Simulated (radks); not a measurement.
Results of a calculation; reference values are marked as such.
Question: These are the eigenvalues of the occupied orbitals of an atom or ion with whole-number occupations (hartree). Level of theory: scalar-relativistic Kohn-Sham, BLYP, spin-polarised, spherical densities, point nucleus (a radial shooting solver on a logarithmic mesh with Libxc functionals).

1s down: -2717.039
1s up: -2717.039
2s up: -474.5989
2s down: -474.5886
2p up: -413.4411
2p down: -413.4328
3s up: -111.7292
3s down: -111.7257
3p up: -93.77722
3p down: -93.77328
3d up: -73.73661
3d down: -73.72946
4s up: -24.90063
4s down: -24.89060
4p up: -19.01317
4p down: -19.00376
4d up: -11.70986
4d down: -11.69886
5s up: -5.06128
5s down: -4.98235
4f up: -3.59570
4f down: -3.57717
5p up: -3.55034
5p down: -3.45257
5d up: -1.80951

Which element is it, and in what charge state? The configuration may be excited. Open shells, if any, are filled with parallel spins first.

Answer: Z = 76, osmium, charge +4: Os4+ in [Xe] 4f14 5d4. The list shows which subshells hold electrons but not how many an open one holds; the 1s level, -2717 hartree, gives Z - s = 73.7 by -(Z - s)^2/2, which with screening and relativity narrows Z to a few neighbours, and the depths of the outer levels then fix element, charge and occupations together.
